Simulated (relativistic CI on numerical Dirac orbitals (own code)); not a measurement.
# Hf3+: O2,3 absorption edge

Computed with this model: Dirac-Coulomb-Breit CI, separate exchange-only KLI orbitals for each configuration, model QED (radiative potential, 1s self-energy scaled to tabulated hydrogen-like ionisation energies), valence Slater integrals scaled by 0.7, multiplet model of core-to-valence dipole absorption; configurations [Xe] 4f14 5d → [Kr] 4d10 4f14 5s2 5p5 5d2; 80 K; Lorentzian 1.5 eV and Gaussian 0.3 eV FWHM. Energies are those of the free ion, without screening or charge transfer. The branching ratio is the share of the lower-energy edge in the whole absorption, uncertain by about 0.02 where the edges overlap. S is read from ⟨S²⟩ = S(S + 1).

Field parameters in Wybourne normalisation: Oh B⁴₀ = 21Dq, B⁴₄ = √(5/14) B⁴₀. The field is a parameter set, without covalency.

free ion: ground-state S = 0.50, centroid 41.25 eV. Peaks (eV, height): 36.0 (58), 37.5 (57), 41.2 (59), 45.2 (100).

Oh, 10Dq = 7000 cm⁻¹: ground-state S = 0.50, centroid 41.42 eV. Peaks (eV, height): 36.2 (66), 37.5 (52), 41.5 (48), 45.0 (100).

Oh, 10Dq = 15850 cm⁻¹: ground-state S = 0.50, centroid 41.54 eV. Peaks (eV, height): 36.8 (62), 40.5 (41), 42.5 (42), 45.0 (100).

Oh, 10Dq = 24650 cm⁻¹: ground-state S = 0.50, centroid 41.61 eV. Peaks (eV, height): 33.8 (21), 37.5 (56), 40.0 (47), 45.5 (100).

Oh, 10Dq = 33450 cm⁻¹: ground-state S = 0.50, centroid 41.67 eV. Peaks (eV, height): 33.2 (29), 37.8 (50), 39.8 (64), 41.8 (56), 46.0 (100).

Oh, 10Dq = 42300 cm⁻¹: ground-state S = 0.50, centroid 41.73 eV. Peaks (eV, height): 33.0 (41), 39.8 (93), 41.5 (83), 46.5 (100).

Strongest unbroadened transitions for Oh, 10Dq = 42300 cm⁻¹:

| Energy (eV) | Relative strength |
| --- | --- |
| 32.70 | 22.2 |
| 33.13 | 14.4 |
| 33.24 | 17.3 |
| 33.66 | 18.5 |
| 39.38 | 33.4 |
| 39.92 | 19.9 |
| 39.93 | 88.8 |
| 41.49 | 20.3 |
| 41.66 | 65.2 |
| 41.82 | 26.3 |
| 44.06 | 18.7 |
| 44.67 | 20.5 |
| 44.84 | 16.6 |
| 45.46 | 33.2 |
| 46.10 | 53.7 |
| 46.73 | 100.0 |
| 47.50 | 13.7 |
| 47.68 | 41.8 |
